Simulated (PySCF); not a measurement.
# How methods differ on the ionisation energy of Ta(64+)

Ta(64+) [He] 2s2 2p5 (2P) → Ta(65+) [He] 2s2 2p4 (3P), as a difference of total energies. Calculation: PySCF 2.14, in an uncontracted even-tempered set (18 s from 42 bohr⁻², ratio 2.2; 13 p from 54 bohr⁻², ratio 2.2; 6 d from 210 bohr⁻², ratio 2.4; 5 f from 320 bohr⁻², ratio 2.4; 4 g from 480 bohr⁻², ratio 2.4); the spin-free X2C one-electron Hamiltonian (Gaussian nucleus). Correlated levels: nothing frozen; virtual orbitals above 40 to 60 times the deepest correlated orbital energy dropped. The calculations carry no spin-orbit coupling.

```
                 method  ionisation energy (eV)
                    UHF                 15879.1
                    LDA                 15872.8
                    PBE                 15877.8
                   PBE0                 15878.6
                 r2SCAN                 15883.8
                  TPSSh                 15878.5
                r2SCANh                 15883.5
    MP2 (all electrons)                 15881.0
SCS-MP2 (all electrons)                 15880.9
```

Spin-orbit coupling is strong in these open shells (close to jj coupling). The scalar numbers leave it out and a first-order estimate fails, so it can dominate the gap to the real levels.

For this ion Breit and QED terms and the two-electron picture change, all absent here, outweigh the differences among the correlated methods.

For comparison: 15461 ± 24 eV (theoretical estimate listed by NIST; NIST Atomic Spectra Database, ionization energies).
